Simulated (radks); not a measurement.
The numbers below are computed, except where a source is named.
Problem. Valence configurations of Ge2+ (all share [Ar]). Level of theory: Dirac Kohn-Sham, PBE, spin-unpolarised, spherical densities, point nucleus; open shells are shared between the two j in proportion to 2j + 1 (a radial shooting solver on a logarithmic mesh with Libxc functionals). Order these by energy: 3d10 4p2; 3d9 4s2 4p1; 3d9.5 4s2 4p0.5; 3d8 4s2 4p2; 3d10 4s1 4p1; 3d9 4s1 4p2; 3d7 4s2 4p3; 3d10 4s2.

Solution. From the lowest, in eV above it: 3d10 4s2 0.000; 3d10 4s1 4p1 9.512; 3d9.5 4s2 4p0.5 15.697; 3d10 4p2 19.165; 3d9 4s2 4p1 33.471; 3d9 4s1 4p2 43.814; 3d8 4s2 4p2 75.592; 3d7 4s2 4p3 126.99. NIST lists [Ar] 3d10 4s2 as the ground configuration; this level of theory agrees among the configurations tried. The energies are those of spherical spin-averaged densities, not of single terms.
